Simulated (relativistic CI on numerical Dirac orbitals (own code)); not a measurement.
Slater and spin-orbit integrals, Bi XXV

These numbers are calculated, not measured: Dirac-Coulomb-Breit CI, KLI orbitals optimised for each configuration, model QED, unscaled Slater integrals (own radial code, finite nucleus).

Slater integrals F^k, G^k are unscaled and averaged over j, outside the closed core [Ar] 3d10; ζ comes from projecting the Hamiltonian with its Breit term on Σ l·s of the shell.

- 4s²4p⁶4d¹⁰4f¹³: ζ(4f) = 12895 cm⁻¹; <r>(4f) = 0.4112, <r^2>(4f) = 0.1968 (bohr units).
- 4s²4p⁶4d¹⁰4f¹²5s: F^2(4f,4f) = 252230, F^4(4f,4f) = 162990, F^6(4f,4f) = 118720, ζ(4f) = 13194, G^3(4f,5s) = 38982 cm⁻¹; <r>(4f) = 0.4076, <r^2>(4f) = 0.1932, <r>(5s) = 0.731, <r^2>(5s) = 0.595 (bohr units).
- 4s²4p⁶4d¹⁰4f¹¹5s²: F^2(4f,4f) = 255100, F^4(4f,4f) = 164980, F^6(4f,4f) = 120220, ζ(4f) = 13496 cm⁻¹; <r>(4f) = 0.4038, <r^2>(4f) = 0.1894 (bohr units).

Averages of the first 10 configurations, taken without configuration mixing, which lowers the lowest level and can move excited configurations by several eV; other configurations of the list can lie among them:

| Configuration | Parity | States | Average energy above the lowest level (eV) |
| --- | --- | --- | --- |
| 4s²4p⁶4d¹⁰4f¹³ | odd | 14 | 2.5 |
| 4s²4p⁶4d¹⁰4f¹²5s | even | 182 | 72.1 |
| 4s²4p⁶4d¹⁰4f¹¹5s² | odd | 364 | 151.6 |
| 4s²4p⁶4d¹⁰4f¹²5p | odd | 546 | 149.0 |
| 4s²4p⁶4d¹⁰4f¹¹5s5p | even | 4368 | 225.5 |
| 4s²4p⁶4d⁹4f¹⁴ | even | 10 | 298.4 |
| 4s²4p⁶4d¹⁰4f¹¹5p² | odd | 5460 | 305.5 |
| 4s²4p⁶4d¹⁰4f¹¹5s5d | odd | 7280 | 326.7 |
| 4s²4p⁶4d¹⁰4f¹²5d | even | 910 | 247.4 |
| 4s²4p⁶4d⁹4f¹²5s² | even | 910 | 444.6 |
